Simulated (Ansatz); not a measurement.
Reaction (cleavage of the Si–Ge bond): `C[SiH](O)[GeH2][OH]` + CH₃OH → `CO[SiH](C)O` + `[OH][GeH3]`

Calculated with Ansatz (gas phase, PBE0-D4/def2-TZVP geometries, no zero-point term in ΔE). CCSD(T)/CBS adds triple-zeta CCSD(T) − MP2 to the extrapolated MP2 energy (def2 sets, frozen cores). This one scheme is used for every species. Functionals use def2-TZVPP. For Ge outer-core shells are correlated without core-valence functions, which leaves a few kJ/mol of doubt a bond. Scalar relativity is left out up to krypton. One conformer a species, not always the lowest.

`C[SiH](O)[GeH2][OH]`:

```xyz
13

C    -0.128   -0.639    1.729
Si   -0.745    0.281    0.228
O    -1.161    1.849    0.558
Ge    0.952    0.388   -1.450
O     1.392   -1.302   -1.884
H    -0.913   -0.753    2.481
H     0.207   -1.638    1.435
H     0.717   -0.120    2.188
H    -1.920   -0.463   -0.326
H    -1.906    2.007    1.138
H     2.280    0.982   -0.949
H     0.511    1.132   -2.731
H     0.715   -1.723   -2.417
```

CH₃OH:

Z-matrix (Å, degrees):
```
C
O 1 1.409
H 1 1.097 2 112.4
H 1 1.090 2 107.0 3 -118.5
H 1 1.097 2 112.4 3 123.0
H 2 0.959 1 108.5 3 -61.6
```

`CO[SiH](C)O`:

```xyz
13

C     0.653   -2.049    0.060
O    -0.040   -0.918    0.526
Si    0.096    0.570   -0.150
C    -0.963    1.704    0.848
O    -0.439    0.603   -1.708
H     0.554   -2.846    0.798
H     0.240   -2.404   -0.891
H     1.722   -1.842   -0.080
H     1.543    0.941   -0.160
H    -2.011    1.404    0.769
H    -0.678    1.675    1.901
H    -0.874    2.732    0.489
H     0.197    0.430   -2.402
```

`[OH][GeH3]`:

```xyz
6

O    -0.129   -1.185    0.679
Ge    0.199    0.293   -0.261
H    -0.973   -1.154    1.135
H     1.568    0.041   -0.897
H     0.229    1.516    0.676
H    -0.893    0.488   -1.332
```

Task: Is it downhill or uphill in electronic energy at CCSD(T)/CBS, and by how much? (Best estimate.)

Result: Ansatz gave: Downhill: ΔE = -1.15 eV.

Task: What do these levels give: B2PLYP, HF/def2-TZVPP, MP2/def2-TZVPP, SCS-MP2/def2-TZVPP, HF/CBS(def2), MP2/CBS(def2)? (An estimate is asked.)

Result: Computed: B2PLYP -1.20, HF/def2-TZVPP -1.38, MP2/def2-TZVPP -1.22, SCS-MP2/def2-TZVPP -1.24, HF/CBS(def2) -1.40, MP2/CBS(def2) -1.19 eV.

Largest T1 diagnostic among the species: 0.012.

From PBE to PBE0 (25 % exact exchange), in def2-TZVPP and without D4, ΔE moves by −0.07 eV. In def2-TZVPP, CCSD(T) changes the Hartree–Fock value by +0.20 eV (the triples alone add +0.02 eV) and MP2 by +0.16 eV.
